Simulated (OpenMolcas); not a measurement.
# Mo3+: CASPT2 settings compared

* Program: OpenMolcas 26.06
* Basis: ANO-RCC-VDZP [6s5p3d1f]
* Scalar Hamiltonian: DKH2, point nucleus
* Active space: 3 electrons in 5 orbitals (4d)
* State averaging: 2S+1 = 4 even, 10 roots; 2S+1 = 2 even, 40 roots kept (CI in the orbitals of an earlier block)
* Spin-orbit coupling: state interaction with AMFI integrals over the reference wave functions, term energies averaged over their components

Methods on the same reference wave functions:
A. CASSCF
B. SS-CASPT2, IPEA 0.75 Eh, sigma2 regulariser 0.25 Eh (closed shells correlated: none)
C. SS-CASPT2, IPEA 0.35 Eh, sigma1 regulariser 0.05 Eh (closed shells correlated: 4s 4p)
D. SS-CASPT2, IPEA 0.75 Eh, no level shift (closed shells correlated: none)
E. MS-CASPT2, IPEA 0.35 Eh, sigma1 regulariser 0.05 Eh (closed shells correlated: 4s 4p)
F. MS-CASPT2, IPEA 0.75 Eh, no level shift (closed shells correlated: none)

Energies in eV above 4d³ ⁴F_3/2, the measured ground level; measured values from Sugar and Musgrove, J. Phys. Chem. Ref. Data 17, 155 (1988).

```csv
Level,A,B,C,D,E,F,Measured
4d³ ⁴F_3/2,0.0000,0.0000,0.0000,0.0000,0.0000,0.0000,0.0000
4d³ ⁴F_5/2,0.0983,0.1000,0.1005,0.1000,0.1007,0.1002,0.0965
4d³ ⁴F_7/2,0.2241,0.2266,0.2271,0.2266,0.2273,0.2270,0.2182
4d³ ⁴F_9/2,0.3692,0.371,0.370,0.371,0.371,0.371,0.3552
4d³ ⁴P_1/2,1.6248,1.494,1.384,1.494,1.378,1.485,1.2817
4d³ ⁴P_3/2,1.6345,1.501,1.393,1.501,1.379,1.481,1.2808
4d³ ²G_7/2,1.7614,1.680,1.576,1.680,1.576,1.680,1.4358
4d³ ⁴P_5/2,1.7800,1.647,1.537,1.647,1.536,1.646,1.4397
4d³ ²G_9/2,1.8538,1.777,1.672,1.777,1.677,1.783,1.5263
4d³ ²P_1/2,2.2996,2.174,2.078,2.174,1.949,2.008,1.7789
4d³ ²H_9/2,2.3477,2.289,2.173,2.289,2.206,2.331,1.9831
4d³ ²H_11/2,2.3956,2.340,2.223,2.340,2.260,2.388,2.0281
4d³ ²D_5/2(1),2.6174,2.319,2.236,2.319,2.238,2.322,
4d³ ²F_7/2,3.8316,3.562,3.349,3.562,3.349,3.562,3.0732
4d³ ²F_5/2,3.8764,3.603,3.391,3.603,3.392,3.604,3.1121
4d³ ²D_5/2(2),5.9579,5.281,5.149,5.281,5.147,5.279,4.8257
4d³ ²D_3/2(2),6.0100,5.329,5.199,5.329,5.205,5.342,
```

Deviations, from unrounded energies. A percentage is the sum of absolute deviations over the sum of measured energies, with the sign that they share, or ± where signs differ.

| Against measurement | Levels | A | B | C | D | E | F |
| --- | --- | --- | --- | --- | --- | --- | --- |
| mean absolute deviation (cm-1) | 14 | 3200 | 2100 | 1300 | 2100 | 1200 | 2000 |
| fine structure of the ground term (%) | 3 | +3.3 | +4.2 | +4.2 | +4.2 | +4.3 | +4.3 |
| other terms of the ground configuration (%) | 11 | +23.6 | +15.1 | +9.1 | +15.1 | +8.8 | +14.7 |

C, E lie about equally close to measurement and A furthest from it. The largest miss of E in the table is 4d³ ²D_5/2(2), by +2600 cm-1. The ranking rests on the paired levels alone, and a cruder setting can come out closer through cancelling errors.

Among B to F the level of the table that moves most is 4d³ ²P_1/2, by 1800 cm-1 (lowest in E, highest in B). Moves below CASPT2's spread within the term are not significant.

The mean deviations of B to F differ by less than CASPT2's widest spread within a term (1200 cm-1), so their order carries little weight.

From A to B the spin-free energies of the other terms of 4d³ shown, above ⁴F, scale by factors of 0.87 to 0.97.

The lowest spin-free term lies below A's lowest term by 0.013 hartree in B, 0.204 hartree in C, 0.013 hartree in D, 0.204 hartree in E, 0.013 hartree in F.

Term energies are means over components that CASPT2 splits; among the terms shown or strongly mixed into the levels shown the widest spread is 1200 cm-1 (4d³ ²H, D). Terms from blocks run as CI alone lack orbitals of their own. The basis is small and was not contracted for so high a charge. Without dynamic correlation excited terms often stand tens of per cent too high (terms of higher spin than the ground term too low), and those without a measured partner can miss by more than the paired ones (holds for A). The CASPT2 spread within a term exceeds the gap to the next term for 4d³ ²P and 4d³ ²D(1), 4d³ ²D(1) and 4d³ ²H, so the order of their levels is uncertain, and so are names and mixing where such terms share a J (holds for B; C; D). Some terms miss by over 15 % even with CASPT2, which points to a basis or an active space too small for the shells correlated (holds for B; C; D; F). Measured partners are found by configuration, term and J. A level has none where our copy of the source lacks it or the pairing is in doubt (some pairs that miss far off the trend of their configuration count as doubtful), and it then counts in no deviation. Only configurations of the active space appear. Levels that lie high or do not pair safely by name in every column are left out.

A number in round brackets counts repeated terms of one configuration in the order of the reference energies.
